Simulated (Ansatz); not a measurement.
HfS2. The state is a singlet with charge 0. Geometry PBE0-D4/def2-TZVP.

```csv
atom,x (Å),y (Å),z (Å)
Hf1,0.3238,-0.6023,0.4888
S2,1.4481,0.4994,-1.0668
S3,-1.7719,0.1029,0.5780
```

In the def2 sets Hf takes a core potential; there is no spin–orbit coupling. B3LYP takes the VWN-RPA correlation. The structure comes from a short search, and lower isomers may exist.

Estimate the orbital energies around the gap (eV) in Ansatz with LDA (SPW92)/def2-TZVP, PBE-D4/def2-TZVPD, r2SCAN-D4/def2-TZVP, B97M-V/def2-TZVP, B3LYP-D4/def2-TZVP.


```
orbital  LDA (SPW92)/def2-TZVP  PBE-D4/def2-TZVPD  r2SCAN-D4/def2-TZVP  B97M-V/def2-TZVP  B3LYP-D4/def2-TZVP
HOMO−13                -153.65            -153.68              -156.26           -157.44             -159.06
HOMO−12                -153.65            -153.68              -156.26           -157.44             -159.06
HOMO−11                 -64.34             -64.66               -66.61            -67.76              -68.10
HOMO−10                 -34.46             -34.67               -35.82            -36.43              -36.87
 HOMO−9                 -34.16             -34.36               -35.56            -36.13              -36.64
 HOMO−8                 -33.94             -34.11               -35.31            -35.86              -36.43
 HOMO−7                 -15.89             -15.83               -16.43            -16.73              -17.44
 HOMO−6                 -15.53             -15.48               -16.06            -16.39              -17.07
 HOMO−5                  -7.38              -7.25                -7.41             -7.39               -8.10
 HOMO−4                  -6.85              -6.74                -6.92             -6.94               -7.57
 HOMO−3                  -6.78              -6.64                -6.78             -6.73               -7.41
 HOMO−2                  -6.67              -6.54                -6.71             -6.68               -7.29
 HOMO−1                  -6.47              -6.34                -6.49             -6.47               -7.07
   HOMO                  -5.55              -5.44                -5.58             -5.60               -6.19
   LUMO                  -4.62              -4.38                -4.04             -4.27               -3.94
 LUMO+1                  -3.41              -3.26                -3.00             -3.13               -2.71
 LUMO+2                  -3.33              -3.20                -2.96             -3.11               -2.69
 LUMO+3                  -2.15              -2.01                -1.77             -1.68               -1.32
 LUMO+4                  -1.89              -1.77                -1.52             -1.64               -1.27
 LUMO+5                  -0.68              -0.69                -0.23             -0.16                0.12
```
